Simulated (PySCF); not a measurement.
**Fractional electron number in He⁺ (helium, charge +1)**

The 1s alpha orbital of 1s1 is emptied in steps (occupation f), with all orbitals relaxed, ending at no electrons. Calculation: PySCF 2.14, in jorge-DZP-DKH; the spin-free X2C one-electron Hamiltonian (Gaussian nucleus). The exact energy is a straight line in f; departures are measured from the line between the end points of the same method.

```csv
f,UHF (eV)
1,0.000
0.8,0.000
0.6,0.000
0.4,0.000
0.2,0.000
0,0.000
```

| method | E(f=0) − E(f=1) (eV) | −ε at f=1 (eV) | −ε at f=0.4 (eV) |
| --- | --- | --- | --- |
| UHF | 54.251 | 54.251 | 54.251 |

Orbital energy along the path (eV):

```json
{"f": "1", "UHF": "-54.251"}
{"f": "0.8", "UHF": "-54.251"}
{"f": "0.6", "UHF": "-54.251"}
{"f": "0.4", "UHF": "-54.251"}
{"f": "0.2", "UHF": "-54.251"}
{"f": "0", "UHF": "-54.251"}
```

Reference removal energy between the ground levels: 54.418 eV (theoretical estimate listed by NIST; NIST Atomic Spectra Database, ionization energies). UHF lacks correlation.
